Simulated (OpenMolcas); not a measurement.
Ti3+ (d1) in a complex was computed by CASSCF with the d shell active (OpenMolcas, ANO-RCC-VTZP on the metal). Its lowest spin-free states, and all those of the highest spin:

```tsv
2S+1	Degeneracy	E (cm-1)
2	1	0.0
2	2	2169
2	2	10062
```

Q: Is the site octahedral, tetrahedral or cube-like, axial, or of lower symmetry?

A: The states with 2S+1 = 2 have orbital degeneracies 1, 2, 2. There are pairs but no triples, so the site is axial: not cubic, but with a proper or improper axis of order three or more. The run had Ti3+ with 3 ligands (iodide) in trigonal planar coordination (D3h) at 2.6 Å. Ligand basis ANO-RCC-VDZP.

Ligand-to-metal charge-transfer states are missing. With metal d orbitals alone and no dynamic correlation the field as a rule comes out too small, by tens of per cent, by up to half for chloride and softer ligands. No measured value stands beside these numbers; the geometry was imposed, not optimised, and the real ion may take another.
